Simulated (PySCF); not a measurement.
## Dipole moment and polarisability of `N#Cc1nc(O[SiH2]Cl)no1`

Compound: C3H2ClN3O2Si.
Structure used (GFN2-xTB), in Å, numbered top down from 1:
```
atom  x, y, z in Å
N1    -4.1658    0.6056    0.5755
C2    -3.1207    0.1436    0.5392
C3    -1.8245   -0.4163    0.4888
N4    -0.7037    0.2316    0.3445
C5     0.2220   -0.7700    0.3557
O6     1.4926   -0.5629    0.2332
Si7    2.2309    0.9090    0.0179
Cl8    4.1204    0.3331   -0.1141
N9    -0.3138   -1.9588    0.5002
O10   -1.6409   -1.7376    0.5873
H11    1.7324    1.4946   -1.2171
H12    1.9722    1.7275    1.1923
```

Level: PBE0/def2-SVPD (PySCF), static field, nuclei fixed, core orbitals frozen in the response. The polarisability tensor in these axes (au):

```
x   139.13  -6.33  -5.76
y    -6.33  85.24  -1.44
z    -5.76  -1.44  63.88
```

Question: Diagonalise the tensor; give its mean and Δα, where Δα² is half the sum of the squared differences of the eigenvalues.

Answer: Principal values 63.27, 84.71 and 140.27 au; mean 96.08 au = 14.24 Å³ = 15.84 × 10⁻⁴⁰ C²·m²/J; Δα = 68.83 au (72 % of the mean).

Question: What is the dipole moment, and where does it point?

Answer: (1.95, 1.32, -0.27) D, 2.37 D in size, pointing from the negative to the positive side. Measured along this direction, the outermost atoms are N1 at the negative end and Cl8 at the positive end.

Question: What would n − 1 = 2πNα be for an ideal gas of these molecules at 273.15 K and 1 atm, electronic part alone?

Answer: N = p/kT = 2.6868 × 10¹⁹ cm⁻³, so n − 1 = 2π × N × 14.24 × 10⁻²⁴ cm³ = 2404 × 10⁻⁶ at long wavelengths.

Question: Directions of the eigenvectors, and the extent of the frame along each?

Answer: Largest value along (0.99, -0.11, -0.07), where the nuclei span 8.29 Å; middle along (0.10, 0.99, -0.10), 3.82 Å; least along (0.08, 0.09, 0.99), 2.43 Å. The response follows the extents in order.

Question: Sum over states: ᾱ = Σ f/ω², ω in Eh. What share falls to these 6 lowest TDDFT singlets (eV, f)? 5.22, 0.1323; 5.24, 0.0041; 6.26, 0.0075; 6.27, 0.0080; 6.56, 0.0008; 6.58, 0.1564.

Answer: They add up to 6.68 au, 7.0 % of the 96.08 au; the largest single term is 3.60 au, from the state at 5.22 eV. Terms in order: 3.60, 0.11, 0.14, 0.15, 0.01, 2.67 au. Higher excitations give the rest. The strengths listed sum to 0.309.

Question: How large is μ²/3kT at 400 K beside α?

Answer: In Gaussian units μ²/3kT = 33.91 Å³ against 14.24 Å³, a ratio of 2.38; the Debye molar polarisation (4π/3)N_A(α + μ²/3kT) is 121.4 cm³/mol, leaving out the vibrational part.

Question: What molar refraction does this α imply?

Answer: Lorentz–Lorenz: R = (4π/3)N_A α = 2.5225 cm³/(mol·Å³) × 14.24 Å³ = 35.9 cm³/mol, in the limit of long wavelengths.

One conformer (not necessarily the lowest) at the GFN2-xTB geometry, without solvent, vibrations or thermal averaging.
